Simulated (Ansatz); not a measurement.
A structure relaxed at PBE0-D4/def2-TZVP, charge 0, multiplicity 1:

Cartesian coordinates in Å:
```
F 1.098 -1.362 0.196
C 1.041 -0.269 -0.575
F 0.548 -0.637 -1.764
O 0.264 0.717 -0.003
C -0.941 0.409 0.564
F -1.646 -0.448 -0.162
F -0.789 -0.105 1.778
F -1.613 1.540 0.670
H 2.037 0.155 -0.704
```

Question: Give its formula and SMILES.

Answer: C2HF5O, `FC(F)OC(F)(F)F`.

Question: Summarise the bond lengths by kind.

Answer: 5 × C–F 1.320 to 1.339 Å; 2 × C–O 1.366 to 1.380 Å; 1 × C–H 1.090 Å.

All numbers were calculated with Ansatz.
